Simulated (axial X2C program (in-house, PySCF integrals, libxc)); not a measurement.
**HfCl⁺: cheaper levels and CCSD(T), two-component**

Computed with an in-house relativistic program for diatomic molecules. Two-component (2c) means X2C with spin–orbit coupling and atomic mean-field two-electron Coulomb and Gaunt terms. Basis: Hf dyall-cv3z [13s14p9d7f4g], Cl dyall-av3z [9s8p3d2f] (cores contracted in-house); Gaussian nuclei, density fitting, unrestricted open shells. Masses: Hf 179.947 u, Cl 34.969 u.

State: Ω = 1 (⟨Sz⟩ = -0.99, ⟨Lz⟩ = 1.99 at HF); fragments Hf+ + Cl.

```
level  Re (Å)  ωe (cm⁻¹)
 PBE0   2.214      451.4
   HF   2.263      435.9
  MP2   2.248      439.8
 CCSD   2.250      437.6
 PW91   2.220      440.9
```

Correlated methods: 10 electrons correlated (number of frozen shells: Hf 5 s, 4 p, 2 d, 1 f; Cl 2 s, 1 p), 316 virtual spin orbitals or spinors in MP2, 90 natural virtuals in coupled cluster.

CCSD(T), same Hamiltonian and basis:

Re = 2.252 Å, ωe = 435.6 cm⁻¹; T1 = 0.015 (Lee–Taylor normalisation).

Question: Give the differences from CCSD(T) in the columns below.

Answer: 

```tsv
level	ΔRe (Å)	Δωe (cm⁻¹)
PBE0	-0.038	16
HF	0.011	0
MP2	-0.004	4
CCSD	-0.002	2
PW91	-0.032	5
```

The state is a single determinant with fixed occupations, the lowest that a limited PBE0 search found. De is not given where an atomic determinant may have missed its ground term or J level, or where the truncated virtual space spoils (T). Density functionals use the spin component along the axis (collinear). CCSD and (T) use frozen natural virtuals with an MP2 correction for the truncation; (T) itself is uncorrected, so its De runs slightly low. Other states lie close and PBE0, whose exact exchange favours high spin, may order them wrongly; the determinant shown need not be the ground state. The nearest other 2c determinant of the search, Ω = 0, lies 0.21 eV up at the distance of the search. Without a current term, density functionals place determinants with orbital angular momentum somewhat too high. With several unpaired electrons one determinant need not be a pure state. The outer-core s and p shells of the metal are frozen in the correlated rows, which leaves out core–valence correlation; for alkali and alkaline-earth bonds that tends to lengthen them. With the outer-core shells frozen, correlated bond lengths of heavy atoms tend to come out a few hundredths of an ångström too long.
